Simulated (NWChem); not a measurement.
System: MgNH3Se; SMILES [NH2][Mg][SeH]

NWChem printed, in part:

```
             Northwest Computational Chemistry Package (NWChem) 7.3.0
             --------------------------------------------------------

                             Geometry "geometry" -> ""
                             -------------------------

 Output coordinates in angstroms (scale by  1.889725989 to convert to a.u.)

  No.       Tag          Charge          X              Y              Z
 ---- ---------------- ---------- -------------- -------------- --------------
    1 Mg                  12.0000     0.13817100    -0.99354700     0.08080900
    2 N                    7.0000     0.29628000    -2.86230500    -0.11856500
    3 H                    1.0000     0.72192200    -3.35327700    -0.89961600
    4 H                    1.0000    -0.03051800    -3.57008900     0.53301000
    5 Se                  34.0000    -0.05091400     1.41942400     0.33683800
    6 H                    1.0000    -1.35045700     1.39481400    -0.35869800

 Effective nuclear repulsion energy (a.u.)     176.5487917739

                              NWChem Property Module
                              ----------------------

  itol2e modified to match energy
  convergence criterion.

                                 NWChem DFT Module
                                 -----------------

 Summary of "ao basis" -> "ao basis" (spherical)
 ------------------------------------------------------------------------------
       Tag                 Description            Shells   Functions and Types
 ---------------- ------------------------------  ------  ---------------------
 Mg                        def2-tzvp                12       32   5s4p3d
 N                         def2-tzvp                11       31   5s3p2d1f
 H                         def2-tzvp                 4        6   3s1p
 Se                        def2-tzvp                16       48   6s5p4d1f

  itol2e modified to match energy
  convergence criterion.

[...]

          -----------------------
          Electric field gradient
          -----------------------

 1 a.u. = 0.324123 10**(16) esu/cm**3  ( or statvolts/cm**2 ) = 0.97174 10**(22) v/m**2

 ------------------------------------------------------------
   Atom      X         Y         Z
 ------------------------------------------------------------
    1 Mg   0.26111  -1.87753   0.15271
 ------------------------------------------------------------

 Electric field gradient in molecular frame (a.u.)
         XX             YY             ZZ             XY             XZ             YZ
 ------------------------------------------------------------------------------------------
       -0.443264       0.953760      -0.510496      -0.122053       0.040191       0.161875

 Principal components (a.u.) and orientation
 of principal axis w.r.t. absolute frame                      Asymmetry parameter eta
 --------------------------------------------------------------------------------------
        0.981060      -0.555570      -0.425490                       0.132592

       -0.081953      -0.457454       0.885449
        0.991053      -0.131317       0.023884
        0.105348       0.879484       0.464122

 ------------------------------------------------------------
   Atom      X         Y         Z
 ------------------------------------------------------------
    2 N    0.55989  -5.40897  -0.22406
 ------------------------------------------------------------

 Electric field gradient in molecular frame (a.u.)
         XX             YY             ZZ             XY             XZ             YZ
 ------------------------------------------------------------------------------------------
        0.449716      -0.133403      -0.316313      -0.012544       0.560273       0.067089

 Principal components (a.u.) and orientation
 of principal axis w.r.t. absolute frame                      Asymmetry parameter eta
 --------------------------------------------------------------------------------------
        0.745848      -0.620704      -0.125143                       0.664427

        0.883654      -0.460853      -0.082278
        0.023070      -0.132672       0.990891
        0.467571       0.877504       0.106604

 ------------------------------------------------------------
   Atom      X         Y         Z
 ------------------------------------------------------------
    3 H    1.36423  -6.33677  -1.70003
 ------------------------------------------------------------

 Electric field gradient in molecular frame (a.u.)
         XX             YY             ZZ             XY             XZ             YZ
 ------------------------------------------------------------------------------------------
        0.117743       0.048910      -0.166653       0.118930       0.218723      -0.215749

 Principal components (a.u.) and orientation
 of principal axis w.r.t. absolute frame                      Asymmetry parameter eta
 --------------------------------------------------------------------------------------
       -0.415906       0.236466       0.179441                       0.137111

       -0.422437       0.883818       0.201029
        0.468296       0.022926       0.883274
        0.776045       0.467269      -0.423574

 ------------------------------------------------------------
   Atom      X         Y         Z
 ------------------------------------------------------------
    4 H   -0.05767  -6.74649   1.00724
 ------------------------------------------------------------

[...]
```

Level: PBE0/def2-TZVP. All runs use the structure optimised with PBE0/def2-SVP. NWChem prints the field gradient with the sign opposite to the second derivative of the potential.

Task: Write an input that gives this output.

Result: Several could match; the one computed here: the input that was run:
```
start job
memory heap 200 mb stack 900 mb global 1100 mb
geometry units angstroms noautosym nocenter noautoz
  Mg     0.138171    -0.993547     0.080809
  N      0.296280    -2.862305    -0.118565
  H      0.721922    -3.353277    -0.899616
  H     -0.030518    -3.570089     0.533010
  Se    -0.050914     1.419424     0.336838
  H     -1.350457     1.394814    -0.358698
end
basis spherical
  * library def2-tzvp
end
dft
  xc pbe0
  iterations 150
end
property
  efieldgrad
end
task dft property
```
